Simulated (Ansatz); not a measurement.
The lowest singlet and triplet of CH2S (SMILES C=S); geometries from B3LYP-D3(BJ)/def2-TZVP, each state relaxed from the structure named, with no frequency check.
Singlet (charge 0, multiplicity 1):
```xyz
4

C     -0.9886     0.1318     0.2229
S      0.5645    -0.0753    -0.1273
H     -1.5608     0.9787    -0.1523
H     -1.5402    -0.5652     0.8517
```

A positive gap puts the triplet lower; no zero-point energy. R- takes a restricted singlet. U- takes an unrestricted singlet (broken symmetry where lower, unprojected). The triplet is unrestricted in single-reference levels. Active spaces average the two states.

Frozen-core correlation.

Codes used: Ansatz (a program for electronic structure). Each number belongs to the level named beside it.

| level | gap E(singlet) − E(triplet), vertical, at the singlet's geometry (kcal/mol) |
|---|---|
| R-SVWN5/def2-TZVPP | -42.66 |
| R-PBE/def2-TZVPP | -40.30 |
| R-r2SCAN/def2-TZVPP | ___ |
| R-wB97X-V/def2-TZVPP | -40.74 |
| R-MP2/cc-pV(T+d)Z | -47.62 |
| U-CCSD/cc-pV(T+d)Z (spin-contaminated) | -41.90 |
| U-CCSD(T)/cc-pV(T+d)Z (spin-contaminated) | ___ |
| SC-NEVPT2 on SA-CASSCF(4,3)/cc-pV(D+d)Z | -46.86 |
| FIC-NEVPT4(SD) on SA-CASSCF(4,3)/cc-pV(T+d)Z | -46.52 |

Q: What belongs in the gaps?

A: 
- R-r2SCAN/def2-TZVPP, gap E(singlet) − E(triplet), vertical, at the singlet's geometry (kcal/mol): -35.67
- U-CCSD(T)/cc-pV(T+d)Z (spin-contaminated), gap E(singlet) − E(triplet), vertical, at the singlet's geometry (kcal/mol): -44.51

Doubts at one or more of the structures used: a restricted determinant that unrestricted orbitals would lower (R-MP2/cc-pV(T+d)Z); T1 above 0.05 (U-CCSD/cc-pV(T+d)Z (spin-contaminated), U-CCSD(T)/cc-pV(T+d)Z (spin-contaminated)).
